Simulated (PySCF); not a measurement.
CH2NO, SMILES [NH]C=O (connectivity only; charge and spin as stated), charge -1, multiplicity 1. Atoms are numbered in the order given.

```xyz
5

N      0.0895     1.1966     0.0000
C     -0.3638    -0.0382     0.0000
O      0.2414    -1.1508     0.0000
H      1.1160     1.1387     0.0000
H     -1.4912    -0.0793     0.0000
```
Charge -1, spin multiplicity 1.

Geometry: B3LYP-D3(BJ)/def2-SVPD. The multiplicity is an assumed one; other spin states were not compared. The isomer is the one that the SMILES or the coordinates give; other isomers of the formula were not compared. One conformer was computed; it need not be the lowest.

Two levels are set side by side: PBE/pcSseg-2 (PySCF) and KT2/pcSseg-2 (PySCF). GIAO shifts against H2O (¹⁷O), NH3 (¹⁵N), TMS (¹H), TMS (¹³C) at the same level; non-relativistic, no solvent, atoms listed together averaged. Differences are taken from unrounded values.

```
quantity              KT2    PBE  PBE minus KT2
------------------  -----  -----  -------------
δ(¹⁵N) of N1 (ppm)  178.3  189.5           11.3
δ(¹³C) of C2 (ppm)  168.1  175.8            7.7
δ(¹⁷O) of O3 (ppm)  325.3  343.4           18.2
δ(¹H) of H4 (ppm)    4.04   4.28           0.24
δ(¹H) of H5 (ppm)    8.55   8.75           0.20
```

Rough cost on one machine, each run with all the roots and properties that it gave: KT2 against PBE within a factor of 2.
